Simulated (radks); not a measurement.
Question: Isoelectronic series with 15 electrons, each ion in its NIST ground configuration. Method: scalar-relativistic Kohn-Sham, r2SCAN, spin-polarised, spherical densities, finite nucleus; open shells are filled with parallel spins first; meta-GGA in the generalised Kohn-Sham scheme; Fermi nuclear charge, rms radius of each element as measured or else 0.836 A^(1/3) + 0.57 fm; computed with a radial shooting solver on a logarithmic mesh with Libxc functionals. Total energies (hartree) and orbital eigenvalues (eV):

| ion | configuration | E (hartree) | 3p up | 3s down |
|---|---|---|---|---|
| P | [Ne] 3s2 3p3 | -342.10912 | -6.6845 | -12.0273 |
| S+ | [Ne] 3s2 3p3 | -398.85288 | -18.4608 | -25.3627 |
| Cl2+ | [Ne] 3s2 3p3 | -460.25761 | -33.7651 | -42.3102 |
| Ar3+ | [Ne] 3s2 3p3 | -526.31947 | -52.4019 | -62.6417 |
| K4+ | [Ne] 3s2 3p3 | -597.04069 | -74.2749 | -86.2501 |
| Ca5+ | [Ne] 3s2 3p3 | -672.42691 | -99.3289 | -113.0772 |
| Sc6+ | [Ne] 3s2 3p3 | -752.48604 | -127.5303 | -143.0891 |
| Ti7+ | [Ne] 3s2 3p3 | -837.22776 | -158.8575 | -176.2659 |
| Cr9+ | [Ne] 3s2 3p3 | -1020.80399 | -230.8379 | -252.0750 |
| Mn10+ | [Ne] 3s2 3p3 | -1119.66374 | -271.4766 | -294.7005 |
| Fe11+ | [Ne] 3s2 3p3 | -1223.25649 | -315.2097 | -340.4744 |
| Co12+ | [Ne] 3s2 3p3 | -1331.59721 | -362.0358 | -389.4007 |
| Ni13+ | [Ne] 3s2 3p3 | -1444.70204 | -411.9554 | -441.4851 |
| Cu14+ | [Ne] 3s2 3p3 | -1562.58719 | -464.9699 | -496.7350 |
| Zn15+ | [Ne] 3s2 3p3 | -1685.27086 | -521.0819 | -555.1590 |
| Ga16+ | [Ne] 3s2 3p3 | -1812.77124 | -580.2946 | -616.7669 |
| Ge17+ | [Ne] 3s2 3p3 | -1945.10769 | -642.6120 | -681.5697 |
| As18+ | [Ne] 3s2 3p3 | -2082.30084 | -708.0385 | -749.5792 |

Estimate the row of V8+ ([Ne] 3s2 3p3).

Answer: E (hartree) -926.66306; 3p up -193.2963; 3s down -212.5963.
